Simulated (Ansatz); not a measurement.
Geometry optimisation, Ansatz 0.2.0, RKS PBE-D4/def2-SVP.

input.yaml

```yaml
crystal:
  periodic: [false, false, false]
  atoms:
    - { symbol: "N", position_ang: [-0.06531, 1.1951, -1.05432] }
    - { symbol: C, position_ang: [0.3561, -0.16253, -0.83287] }
    - { symbol: Si, position_ang: [0.37851, -0.94555, 0.74583] }
    - { symbol: O, position_ang: [-0.50857, -0.47941, 2.03165] }
    - { symbol: H, position_ang: [-0.25892, 1.34647, -2.03747] }
    - { symbol: H, position_ang: [-0.89664, 1.41962, -0.51913] }
    - { symbol: H, position_ang: [1.02757, -0.50979, -1.60372] }
    - { symbol: H, position_ang: [0.75969, -2.28419, 1.11198] }
    - { symbol: H, position_ang: [-0.79242, 0.42028, 2.15806] }
basis:
  gaussian: { orbitals: def2-SVP }
hamiltonian:
  xc: pbe
  dispersion: d4
relax:
  f_tol: 0.015
  max_steps: 40
```

Run as:

```bash
$ ansatz run input.yaml --threads 1 --pin off --max-ram 2048MiB --backend cpu --events-out ev --progress --plain --runs-dir out
```

Question: Where does it end, and by what steps?

Answer: The forces met the threshold. After 19 steps the energy has fallen by 0.530 eV; O4 moved furthest, 0.65 Å.

```json
{"step": "0", "energy less start (eV)": "0.0000", "largest force component (eV/Å)": "1.488", "accepted": "yes"}
{"step": "1", "energy less start (eV)": "-0.1493", "largest force component (eV/Å)": "0.740", "accepted": "yes"}
{"step": "2", "energy less start (eV)": "-0.2160", "largest force component (eV/Å)": "0.465", "accepted": "yes"}
{"step": "3", "energy less start (eV)": "-0.2987", "largest force component (eV/Å)": "0.877", "accepted": "yes"}
{"step": "4", "energy less start (eV)": "-0.3376", "largest force component (eV/Å)": "1.233", "accepted": "yes"}
{"step": "5", "energy less start (eV)": "-0.3363", "largest force component (eV/Å)": "0.926", "accepted": "no"}
{"step": "6", "energy less start (eV)": "-0.4163", "largest force component (eV/Å)": "0.564", "accepted": "yes"}
{"step": "7", "energy less start (eV)": "-0.4449", "largest force component (eV/Å)": "0.367", "accepted": "yes"}
{"step": "8", "energy less start (eV)": "-0.4635", "largest force component (eV/Å)": "0.617", "accepted": "yes"}
{"step": "9", "energy less start (eV)": "-0.4628", "largest force component (eV/Å)": "1.199", "accepted": "no"}
{"step": "10", "energy less start (eV)": "-0.4912", "largest force component (eV/Å)": "0.101", "accepted": "yes"}
{"step": "11", "energy less start (eV)": "-0.5031", "largest force component (eV/Å)": "0.424", "accepted": "yes"}
{"step": "12", "energy less start (eV)": "-0.5105", "largest force component (eV/Å)": "0.500", "accepted": "yes"}
{"step": "13", "energy less start (eV)": "-0.4978", "largest force component (eV/Å)": "0.294", "accepted": "no"}
{"step": "14", "energy less start (eV)": "-0.5201", "largest force component (eV/Å)": "0.148", "accepted": "yes"}
{"step": "15", "energy less start (eV)": "-0.5254", "largest force component (eV/Å)": "0.088", "accepted": "yes"}
{"step": "16", "energy less start (eV)": "-0.5283", "largest force component (eV/Å)": "0.129", "accepted": "yes"}
{"step": "17", "energy less start (eV)": "-0.5294", "largest force component (eV/Å)": "0.044", "accepted": "yes"}
{"step": "18", "energy less start (eV)": "-0.5299", "largest force component (eV/Å)": "0.022", "accepted": "yes"}
{"step": "19", "energy less start (eV)": "-0.5300", "largest force component (eV/Å)": "0.013", "accepted": "yes"}
```

```xyz
9
Properties=species:S:1:pos:R:3
N -0.294 0.862 -1.100
C 0.499 -0.175 -0.790
Si 0.679 -0.746 0.946
O -0.771 -0.058 1.609
H -0.235 1.394 -1.969
H -0.945 1.180 -0.372
H 1.174 -0.511 -1.599
H 0.506 -2.249 0.777
H -0.614 0.302 2.498
```

Time of the run: 61 s on 1 CPU thread of a shared host.
